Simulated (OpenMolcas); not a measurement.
Computed levels of 4d⁴ in ions with 40 electrons, in cm-1 above ⁵D₀.

| Quantity | Value |
| --- | --- |
| Program | OpenMolcas |
| Method | MS-CASPT2, IPEA 0.25 Eh, imaginary shift 0.1 Eh |
| Basis | ANO-RCC-VQZP |
| Scalar Hamiltonian | DKH2, point nucleus |
| Spin-orbit coupling | state interaction with AMFI integrals over the reference wave functions, term energies averaged over their components |

Active space for each ion: 4 electrons in 5 orbitals (4d); closed shells correlated by CASPT2: 4s 4p.

```tsv
Level	Nb+	Mo2+	Tc3+	Ru4+	Pd6+	Ag7+
⁵D₁	157	240	343	482	893	1200
⁵D₂	437	664	935	1286	2260	2950
⁵D₃	804	1216	1691	2290	3870	4930
⁵D₄	1233	1858	2560	3420	5600	7010
³P₀(1)	7950	11680	14360	16510	20140	21820
³P₁(1)	8720	12920	16120	18900	24100	26750
³P₂(1)	9960	14780	18630	22130	28900	32450
³H₄	10010	13050	15560	17800	21940	24130
³H₅	10360	13610	16370	18950	24030	26860
```

Task: Estimate ⁵D₄, ³P₀(1), ³P₁(1) for Rh5+ from its neighbours Ru4+ and Pd6+.

Result: ⁵D₄ is fine structure, which grows about as the fourth power of a screened charge, so the fourth roots are averaged: ((3420^0.25 + 5600^0.25) / 2)^4 = 4410. The calculation gives 4420, so the estimate is off by -0.2 %.
³P₀(1) is another term, which grows about linearly with the charge: (16510 + 20140) / 2 = 18325. The calculation gives 18360, so the estimate is off by -0.2 %.
³P₁(1) is another term, which grows about linearly with the charge: (18900 + 24100) / 2 = 21500. The calculation gives 21480, so the estimate is off by +0.1 %.

Mixed levels, with the weight of the term that names them: Pd6+ ³H₄ (74 %), Ag7+ ³H₄ (70 %).

CASPT2 does not keep the components of a term degenerate, so their means are used; among the terms shown or strongly mixed into the levels shown the widest spread is 550 cm-1 (4d⁴ ³H, Nb+). Some high roots are left out of the spin-orbit mixing, which shifts the levels that they would mix with (holds for Nb+). Configurations with an s electron lie low at this charge and mix in, so terms can be misplaced (holds for Nb+). Some terms miss by over 15 % even with CASPT2, which points to a basis or an active space too small for the shells correlated (holds for Nb+). Levels of configurations with an s electron are missing; early in the row they begin among the upper levels of the d shell and mix with terms of their name (holds for Mo2+). The CASPT2 spread within a term exceeds the gap to the next term for 4d⁴ ³P(1) and 4d⁴ ³H, so the order of their levels is uncertain (holds for Mo2+). Levels of configurations outside the active space are missing.

A number in round brackets counts repeated terms of one configuration in the order of the reference energies.
